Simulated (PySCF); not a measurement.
Estimate the missing entries of this data sheet.

CH9NSi2.
Atom-mapped SMILES: `[CH3:1][N:2]([SiH3:3])[SiH3:4]` (hydrogens: H5, H6, H7 on C1; H8, H9, H10 on Si3; H11, H12, H13 on Si4)

Structure used (PBE0-D3(BJ)/def2-SVP), in Å, numbered top down from 1:
```
atom  x, y, z in Å
C1    -0.2078    1.4523    0.4719
N2    -0.0593    0.1081   -0.0724
Si3    1.5635   -0.4490   -0.3897
Si4   -1.4878   -0.8910   -0.1428
H5     0.5591    2.1321    0.0629
H6    -0.1240    1.4826    1.5743
H7    -1.1873    1.8829    0.2023
H8     2.2704    0.5442   -1.2592
H9     1.4837   -1.7723   -1.0721
H10    2.3795   -0.5953    0.8600
H11   -2.0122   -1.2512    1.2153
H12   -1.1515   -2.1437   -0.8783
H13   -2.5790   -0.1486   -0.8500
```

```tsv
property	level	value
point group	PBE0-D3(BJ)/def2-SVP	Cs
rotational constants A, B, C	PBE0-D3(BJ)/def2-SVP	6.154, 2.996, 2.143 GHz
dipole moment	wB97X-D/def2-SVPD	?
HOMO energy	wB97X-D/def2-SVPD	-8.87 eV
LUMO energy	wB97X-D/def2-SVPD	1.77 eV
lowest singlet excitation	TDDFT wB97X-D/def2-SVPD	6.07 eV (204 nm, f = 0.000)
strongest line among the 10 lowest singlet transitions	TDDFT wB97X-D/def2-SVPD	S10 at 8.58 eV (145 nm, f = 0.162)
lowest triplet excitation (Tamm–Dancoff)	TDA wB97X-D/def2-SVPD	?
static isotropic polarisability	wB97X-D/def2-SVPD	75.4 au
vertical ionisation energy	ΔSCF wB97X-D/def2-SVPD	?
electronic spatial extent ⟨r²⟩ about the centre of nuclear charge	wB97X-D/def2-SVPD	?
13C chemical shifts (computed TMS as zero) by class	GIAO KT3/pcSseg-2	38.4 (C1) ppm
1H chemical shifts (computed TMS as zero) by class	GIAO KT3/pcSseg-2	?
isotropic shieldings of nuclei other than C and H, by class	GIAO KT3/pcSseg-2	253 (N2), 402 (Si3/Si4) ppm
core binding energies	ΔSCF SCAN, pcX-2 on the ionised atom, pcseg-1 elsewhere, spin-free X2C, 2p3/2 from a spin–orbit splitting computed afterwards within the 2p shell	Si2p3/2 107.0 (Si3/Si4), C1s 291.8 (C1), N1s 404.1 (N2), Si1s 1846.8 (Si3/Si4) eV
```

Electronic properties: PySCF, gas phase, density fitting.

(1) Give the dipole moment.

(2) What are the 1H chemical shifts (computed TMS as zero) by class?

(3) What is the electronic spatial extent ⟨r²⟩ about the centre of nuclear charge?

(4) Give the vertical ionisation energy.

(5) What is the lowest triplet excitation (Tamm–Dancoff)?

## Answers

(1) 0.80 D.

(2) 4.66 (H8/H9/H10/H11/H12/H13), 2.75 (H5/H6/H7) ppm.

(3) 632 bohr².

(4) 8.97 eV.

(5) 5.84 eV.

With B = h/(8π²I), that is 505.379 GHz u Å² over I, the principal moments of inertia are 82.1, 168.7 and 235.8 u Å² (most abundant isotopes). The principal polarisabilities are 66.9, 76.4 and 83.0 au; their mean is the isotropic value. The 10 singlets span 6.07 to 8.58 eV, and their oscillator strengths add up to 0.25. The dipole equals about 2.7 × 10⁻³⁰ C·m (1 D = 3.33564 × 10⁻³⁰ C·m). A dipole of 0.80 D is allowed in Cs, and pure rotational transitions are dipole-allowed.
